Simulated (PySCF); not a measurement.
Species: C3H3O5S (charge -1).
Atom-mapped SMILES: `[O:1]=[C:2]([O-:3])/[CH:4]=[CH:5]/[S:6](=[O:7])(=[O:8])[OH:9]` (hydrogens: H10 on C4; H11 on C5; H12 on O9)

The closed-shell SCF was solved with PySCF and density fitting under several settings on one GFN2-xTB geometry (grid level 2 and gas phase unless stated).

```tsv
settings	basis functions	SCF cycles	E (Eh)	HOMO (eV)	LUMO (eV)
WP04/def2-SVPD, grid level 1, fitting basis def2-qzvpp-jkfit	226	15	-903.6110	-4.01	0.51
mPW1PW91/pcSseg-1, start guess sap	175	18	-890.2504	-2.62	2.89
```

Problem. Estimate the rows for these settings: (1) HSE06/6-31G, IEF-PCM methanol; (2) wB97X-D/ANO-RCC-VDZP.

Solution. 
```
                     settings  basis functions  SCF cycles     E (Eh)  HOMO (eV)  LUMO (eV)
HSE06/6-31G, IEF-PCM methanol               91          15  -889.4780      -6.18      -1.10
         wB97X-D/ANO-RCC-VDZP              145          16  -890.1857      -4.57       4.65
```

Problem. Over all rows, what range does the HOMO–LUMO gap span?

Solution. From 4.52 eV (WP04/def2-SVPD, grid level 1, fitting basis def2-qzvpp-jkfit) to 9.22 eV (wB97X-D/ANO-RCC-VDZP). The functional of the narrowest has 12 % exact exchange, that of the widest range-separated exact exchange.

Whole jobs, the steps after the SCF included, on one thread, Arm Neoverse V2 (aarch64), on a shared host:

```csv
settings,work after the SCF,wall time,peak memory
"WP04/def2-SVPD, grid level 1, fitting basis def2-qzvpp-jkfit","25 singlets by TDA, 2 Tamm–Dancoff triplets, polarisability",76 s,0.97 GiB
"mPW1PW91/pcSseg-1, start guess sap","shieldings, density and orbital grids written",46 s,0.72 GiB
"HSE06/6-31G, IEF-PCM methanol","shieldings, charges and field gradients",19 s,0.60 GiB
wB97X-D/ANO-RCC-VDZP,"25 singlets by full TDDFT, 2 Tamm–Dancoff triplets, polarisability, density and orbital grids written",95 s,0.79 GiB
```

wB97X-D ran without the empirical dispersion term, which would shift the total energy alone. Cycle counts include a coarse-grid stage where the run had one. WP04 was designed for NMR shieldings or shifts; total energies of different functionals aren't comparable. ANO-RCC sets were contracted for a scalar-relativistic Hamiltonian, but ran non-relativistically here. One conformer (not necessarily the lowest) at the GFN2-xTB geometry, without vibrations or thermal averaging.

Conformer computed: `[O:1]=[C:2]([O-:3])/[CH:4]=[CH:5]/[S:6](=[O:7])(=[O:8])[OH:9]`: O1–C2–C4–C5 96°, C4–C5–S6–O7 -23°, H–O9–S6–C5 -64°.
